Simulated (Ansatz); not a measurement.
Reactions of CH$_{8}$ClNSi$_{2}$, SMILES `CN([SiH3])[SiH2]Cl`.

Calculated with Ansatz (gas phase, PBE0-D4/def2-TZVP geometries, no zero-point term in ΔE). CCSD(T)/CBS is the MP2 limit (def2-TZVPP, def2-QZVPP) plus CCSD(T) − MP2 in def2-TZVPP, frozen cores. This one scheme is used for every species. Double bonds are as drawn, so ΔE can hold a change between cis and trans. DFT in def2-TZVPP. B3LYP here is the variant with VWN-RPA as its local correlation; programs differ in this. Elements past krypton have def2 core potentials. For Ge, In, Sn outer-core shells are correlated without core-valence functions, which leaves a few kJ/mol of doubt a bond. Scalar relativity is left out up to krypton. One conformer a species, not always the lowest.

```tsv
reaction	PBE-D4 (eV)	B3LYP-D4 (eV)	MP2/CBS(def2) (eV)
`CN([SiH3])[SiH2]Cl` + `N=CO` → `O/C=N/[SiH2]Cl` + `CN[SiH3]`	0.07	0.07	0.11
`CN([SiH3])[SiH2]Cl` + `[OH][InH2]` → `[SiH3][O][InH2]` + `CN[SiH2]Cl`	-0.48	-0.57	-0.56
`CN([SiH3])[SiH2]Cl` + `B1CN1` → `[SiH3]N1BC1` + `CN[SiH2]Cl`	-0.19	-0.22	-0.20
`CN([SiH3])[SiH2]Cl` + `BBCC` → `CCBB[SiH3]` + `CN[SiH2]Cl`	0.37	0.56	0.68
`CN([SiH3])[SiH2]Cl` + `OC[SiH2]O` → `COC[SiH2]O` + `[SiH3]N[SiH2]Cl`	0.02	-0.01	0.06
`CN([SiH3])[SiH2]Cl` + `C[NH][GeH2][Cl]` → `C[N]([SiH2]Cl)[GeH2][Cl]` + `CN[SiH3]`	0.07	0.05	0.04
`CN([SiH3])[SiH2]Cl` + `BN[SiH2]Cl` → `BN([SiH3])[SiH2]Cl` + `CN[SiH2]Cl`	0.12	0.12	0.11
`CN([SiH3])[SiH2]Cl` + `CC=N` → `C/C=N\[SiH3]` + `CN[SiH2]Cl`	0.16	0.17	0.23
`CN([SiH3])[SiH2]Cl` + `C[S][Sn][OH]` → `C[S][Sn][O][SiH3]` + `CN[SiH2]Cl`	-0.53	-0.62	-0.58
`CN([SiH3])[SiH2]Cl` + `C[NH][SnH2][OH]` → `C[NH][SnH2][O]C` + `[SiH3]N[SiH2]Cl`	0.22	0.18	0.25
```

Give the CCSD(T)/CBS values in the same order. (Estimate.)

Ansatz gave: 0.12, -0.57, -0.20, 0.58, 0.02, 0.05, 0.11, 0.24, -0.59, 0.20 eV.

Largest T1 diagnostic: 0.017, for `[OH][InH2]`.
